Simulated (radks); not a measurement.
Species: Te23+. Configuration: [Ar] 3d10 4s1. Calculated with a radial shooting solver on a logarithmic mesh with Libxc functionals: Dirac Kohn-Sham, PBE, spin-unpolarised, spherical densities, finite nucleus; Fermi nuclear charge, rms radius 4.7423 fm.

Unscreened Slater integrals over Kohn-Sham orbitals (eV). Large and small components are both included. Empty in this configuration: 4p1/2.

integral          value
F0(4s1/2,4s1/2)  36.721
F0(4s1/2,3d5/2)  46.161
G2(4s1/2,3d5/2)  4.3494
F0(4s1/2,3d3/2)  46.250
G2(4s1/2,3d3/2)  4.3167
F0(4s1/2,3p3/2)  45.474
G1(4s1/2,3p3/2)  4.4908
F0(4s1/2,4p1/2)  36.530
G1(4s1/2,4p1/2)  24.784
F0(3d5/2,3d5/2)  85.200
F2(3d5/2,3d5/2)  43.030
F4(3d5/2,3d5/2)  27.588
F0(3d5/2,3d3/2)  85.694
F2(3d5/2,3d3/2)  43.203
G2(3d5/2,3d3/2)  42.892
G4(3d5/2,3d3/2)  27.495
F0(3d5/2,3p3/2)  80.180
F2(3d5/2,3p3/2)  38.707
G1(3d5/2,3p3/2)  43.211
G3(3d5/2,3p3/2)  28.183
F0(3d5/2,4p1/2)  45.993
G3(3d5/2,4p1/2)  4.3591
F0(3d3/2,3d3/2)  86.199
F2(3d3/2,3d3/2)  43.389
F0(3d3/2,3p3/2)  80.575
F2(3d3/2,3p3/2)  38.692
G1(3d3/2,3p3/2)  42.925
G3(3d3/2,3p3/2)  27.999
F0(3d3/2,4p1/2)  46.088
G1(3d3/2,4p1/2)  4.3482
F0(3p3/2,3p3/2)  77.160
F2(3p3/2,3p3/2)  38.856
F0(3p3/2,4p1/2)  45.292
G2(3p3/2,4p1/2)  4.4705
F0(4p1/2,4p1/2)  36.358
